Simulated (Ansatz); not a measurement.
Born–Oppenheimer molecular dynamics of C₂H₇BO (11 atoms, charge 0, multiplicity 1). It starts at the highest image of a converged band, a first-order saddle point between two minima.

The calculation used RKS PBE-D4/def2-SVP (Ansatz).

```json
{
 "ensemble": "NVE (velocity Verlet)",
 "time step": "0.5 fs",
 "steps asked": "200",
 "starting velocities drawn for": "300 K",
 "seed": "2516"
}
```

First frame:

```xyz
11
Properties=species:S:1:pos:R:3
B -0.465 0.078 -0.560
C 0.884 0.987 0.368
O -0.898 0.859 -1.505
H 0.102 1.321 -0.684
C -0.727 -1.353 0.026
H 1.724 0.277 0.255
H 0.479 0.974 1.397
H 1.296 2.008 0.193
H -1.052 -1.312 1.086
H 0.181 -1.990 -0.011
H -1.525 -1.848 -0.564
```

How far do the bonds stretch over the last three quarters of this one trajectory? (Pairs bonded in most of those frames.)


```tsv
bond	mean (Å)	spread (Å)	shortest	longest
B1–O3	1.229	0.026	1.17	1.27
B1–C5	1.567	0.064	1.47	1.67
C2–H4	1.119	0.057	1.03	1.21
C2–H6	1.110	0.023	1.07	1.16
C2–H7	1.110	0.023	1.07	1.16
C2–H8	1.113	0.027	1.05	1.17
C5–H9	1.112	0.021	1.07	1.15
C5–H10	1.110	0.015	1.08	1.14
C5–H11	1.113	0.034	1.06	1.18
```

Mean temperature of the second half: 1519 K. The conserved energy stayed within 0.28 meV per atom of its start (net change 0.2 meV per atom), so the integration is sound. The system heated up, since it started high on the potential surface and ran downhill. A run of 0.1 ps of so small a system gives no equilibrium averages. The orbitals stay closed-shell, which can raise the energy where a bond breaks towards radicals; this wasn't checked here.

The run took 99 s on 2 threads of AMD EPYC 9R45 96-Core Processor (Zen 5), on a shared host, peak memory 0.13 GiB.
